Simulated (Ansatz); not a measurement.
The Ge1–F2 bond of ClFGeH2 (SMILES [F][GeH2][Cl]) is stretched (multiplicity 1, the rest rigid).
Geometry at rest (charge 0, multiplicity 1):
```
atom    x (Å)    y (Å)    z (Å)
----  -------  -------  -------
Ge    -0.4872  -0.2878   0.0418
F     -1.1704   1.3135   0.0343
Cl     1.6442  -0.0414  -0.1076
H     -0.8264  -0.9112   1.3962
H     -0.9993  -0.9971  -1.2124
```

Correlated levels freeze the cores. Filled d and f shells under p-block atoms count as core.

Programs: Ansatz (Gaussian orbitals). 

Energies above the point at 1.741 Å (the B3LYP-D3(BJ) bond length), FIC-MRCISD+Q on CASSCF(6,4)/def2-SVP (kcal/mol): 13.86 at 1.567 Å; 8.20 at 1.915 Å; 122.97 at 5.571 Å.

Q: Take the last value as the depth D of a Morse curve D(1 − e^(−a(R − R₀)))², fit a and R₀ to the two near points, and test it at 2.350 and 3.047 Å.

A: 
With D = 123.0, both near points (counted from the curve's value at 1.741 Å) are met by a = 1.69 Å⁻¹ and R₀ = 1.738 Å, so k = 2Da² = 704 kcal/(mol Å²). The curve then gives 51.2 and 97.6 kcal/mol; the level itself gives 52.8 and 106.2, so Morse is off by -1.6 and -8.6.

Doubts at one or more of the structures used: active orbitals that take no part (FIC-MRCISD+Q on CASSCF(6,4)/def2-SVP).

Ansatz is an electronic-structure program.
